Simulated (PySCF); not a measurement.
CH5ClF2Si2. Atoms are numbered in the order given.

```xyz
11

C     -2.1354    -0.5676    -0.0388
Si    -0.7924     0.7016     0.1122
F     -0.6055     1.1109     1.6747
F     -1.2187     2.0675    -0.6633
Si     1.2850    -0.0191    -0.6932
Cl     1.5203    -1.9386     0.1119
H     -1.8042    -1.5145     0.4158
H     -3.0530    -0.2323     0.4707
H     -2.3725    -0.7580    -1.0977
H      2.4188     0.8351    -0.2489
H      1.2993    -0.1292    -2.1782
```

Geometry optimised at B3LYP-D3(BJ)/def2-SVP. The structure was generated by enumeration, and PubChem lists no compound with its InChIKey, so it may never have been made. Other conformers were not sampled.

Level of theory: B3LYP-D3(BJ)/def2-SVP run with PySCF 2.14.0.

Frequencies are harmonic and unscaled.

| mode | ν (cm⁻¹) | IR (km/mol) | moving atoms (share of kinetic energy) |
|---|---|---|---|
| 1 | 37 | 2.1 | F 29 %, Cl 28 %, Si 22 %, H 12 %, C 9 % |
| 2 | 80 | 3.6 | Cl 42 %, F 22 %, C 18 %, Si 11 %, H 8 % |
| 3 | 132 | 0.7 | H 59 %, F 16 %, Si 14 %, C 11 % |
| 4 | 143 | 0.8 | H 63 %, F 19 %, C 9 % |
| 5 | 176 | 0.1 | F 53 %, Cl 19 %, Si 14 % |
| 6 | 225 | 1.8 | F 39 %, H 24 %, Si 18 %, C 17 % |
| 7 | 254 | 34.8 | Si 37 %, F 36 %, H 16 %, C 10 % |
| 8 | 306 | 22.1 | F 66 %, Si 22 % |
| 9 | 448 | 22.5 | Si 60 %, H 18 %, F 13 % |
| 10 | 490 | 17.2 | H 68 %, Si 23 % |
| 11 | 532 | 47.9 | Si 51 %, Cl 42 % |
| 12 | 681 | 1.7 | H 87 % |
| 13 | 706 | 44.5 | H 35 %, C 28 %, Si 19 %, F 17 % |
| 14 | 772 | 0.8 | H 68 %, C 20 %, F 11 % |
| 15 | 782 | 258.7 | H 74 %, C 14 %, Si 11 % |
| 16 | 833 | 136.1 | H 58 %, Si 23 %, F 10 %, C 9 % |
| 17 | 888 | 72.2 | Si 38 %, F 35 %, H 24 % |
| 18 | 939 | 57.9 | H 40 %, Si 32 %, F 27 % |
| 19 | 946 | 159.2 | H 56 %, Si 24 %, F 19 % |
| 20 | 1277 | 38.8 | H 77 %, C 22 % |
| 21 | 1421 | 8.2 | H 96 % |
| 22 | 1429 | 2.9 | H 96 % |
| 23 | 2227 | 79.9 | H 97 % |
| 24 | 2241 | 88.7 | H 96 % |
| 25 | 3035 | 0.1 | H 97 % |
| 26 | 3131 | 1.0 | H 91 %, C 9 % |
| 27 | 3135 | 0.5 | H 91 %, C 9 % |
